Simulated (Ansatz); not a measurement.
Ligand exchange: SiH3(SiH3) + C2H9AlN2 → SiH2(NH2)(SiH3) + C2H8AlN

Species: SiH3(SiH3) (disilane), singlet; C2H9AlN2 `C[N](C)[AlH][NH2]`, singlet; SiH2(NH2)(SiH3), singlet; C2H8AlN `C[N](C)[AlH2]`, singlet. The partners trade H for NH2: Si–H and Al–NH2 bonds give way to Si–NH2 and Al–H.

Shapes, held fixed at every level: PBE0-D4/def2-TZVP. Flexible molecules stand in one conformer, not always the lowest. Programs: Ansatz 0.2.0. Electronic energies: no zero-point or thermal term.

```csv
level,kind,ΔE (kJ/mol),less CCSD(T)/CBS estimate,CPU time (sum over the molecules)
HF/def2-TZVPP,Hartree–Fock,+47.6,-3.0,–
SPW92/def2-TZVPP,LDA,+47.7,-2.9,19 s
r2SCAN-D4/def2-TZVPP,meta-GGA,+52.3,+1.7,72 s
B3LYP-D4/def2-TZVPP,global hybrid,+49.5,-1.1,70 s
PBE0-D4/def2-TZVPP,global hybrid,+48.4,-2.2,46 s
wB97M-V/def2-TZVPP,range-separated hybrid,+48.6,-2.0,2.3 min
CCSD(T)/def2-SVP,coupled cluster or CI,+54.5,+3.9,59 s
CCSD(T)/CBS estimate,coupled cluster or CI,+50.6,0.0,24 min
```

The highest level, CCSD(T)/CBS estimate, gives ΔE = +50.6 kJ/mol; the levels span +47.6 to +54.5. The column of differences is taken from that level and isn't an error. No measured value is set beside it here. The CBS estimate extrapolates MP2 from def2-TZVPP and def2-QZVPP and adds CCSD(T) − MP2 in the triple-zeta set, cores frozen. Times are processor times on shared x86 and Arm servers, and rough.
